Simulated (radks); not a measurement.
Values are calculated unless marked as measured or tabulated.
Question: Hf4+, 68 electrons, occupied as [Xe] 4f14. Level of theory: Dirac Kohn-Sham, BLYP, spin-unpolarised, spherical densities, point nucleus (a radial shooting solver on a logarithmic mesh with Libxc functionals). Some entries of the table are withheld. Estimate them.

| orbital | occ. | eigenvalue (Ry) | <r> (bohr) |
|---|---|---|---|
| 1s1/2 | 2 | -4795.738 | 0.01898 |
| 2s1/2 | 2 | (1) | 0.07976 |
| 2p1/2 | 2 | -785.3160 | 0.06611 |
| 2p3/2 | 4 | -697.6798 | 0.07384 |
| 3s1/2 | 2 | -189.6168 | (2) |
| 3p1/2 | 2 | -173.3019 | 0.1981 |
| 3p3/2 | 4 | -154.5216 | 0.2125 |
| 3d3/2 | 4 | -126.9234 | 0.1863 |
| 3d5/2 | 6 | -122.8273 | 0.1908 |
| 4s1/2 | 2 | -40.58550 | 0.4681 |
| 4p1/2 | 2 | -33.90463 | (3) |
| 4p3/2 | 4 | -29.60551 | (4) |
| 4d3/2 | 4 | -18.63175 | 0.5287 |
| 4d5/2 | 6 | -17.84485 | 0.5402 |
| 5s1/2 | 2 | -7.90097 | 1.125 |
| 5p1/2 | 2 | -5.97967 | 1.241 |
| 5p3/2 | 4 | -5.37816 | 1.337 |
| 4f5/2 | 6 | -4.30652 | 0.6640 |
| 4f7/2 | 8 | -4.17755 | 0.6755 |
| 5d3/2 | 0 | -2.88673 | 1.806 |
| 5d5/2 | 0 | -2.82791 | 1.845 |
| 6s1/2 | 0 | -2.62040 | 2.606 |
| 6p1/2 | 0 | -2.12985 | (5) |
| 6p3/2 | 0 | -2.01281 | (6) |

Answer: 
(1) 2s1/2 eigenvalue (Ry): -822.1416
(2) 3s1/2 <r> (bohr): 0.2082
(3) 4p1/2 <r> (bohr): 0.4746
(4) 4p3/2 <r> (bohr): 0.5076
(5) 6p1/2 <r> (bohr): 2.935
(6) 6p3/2 <r> (bohr): 3.083
